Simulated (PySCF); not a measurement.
C4H2BrF, SMILES C(/Br)(=C\F)C#C.

Geometry: PBE0-D3(BJ)/def2-SVP. The structure was generated by enumeration; whether it is a known compound was not checked.

Two levels are set side by side: TDA-PBE/def2-SVPD (PySCF) and TDA-CAM-B3LYP/def2-SVPD (PySCF). Vertical, same geometry. The lowest singlet is HOMO→LUMO+1 99 % with PBE and HOMO→LUMO+1 93 % with the other functional; states are paired by order. Differences are taken from unrounded values.

```
quantity                               TDA-CAM-B3LYP  TDA-PBE  TDA-PBE minus TDA-CAM-B3LYP
-------------------------------------  -------------  -------  ---------------------------
lowest singlet excitation (eV)                  4.82     4.19                        -0.62
lowest triplet excitation (TDA) (eV)            3.21     3.13                        -0.08
first bright state (f over 0.05) (eV)           5.62     5.07                        -0.56
its oscillator strength                         0.18     0.11                        -0.07
```

Functionals without exact exchange tend to place singlet excitations lower, as here. Differences between two approximate levels are no errors against the true value.

Rough cost on one machine, each run with all the roots and properties that it gave: TDA-CAM-B3LYP against TDA-PBE about 4 times.
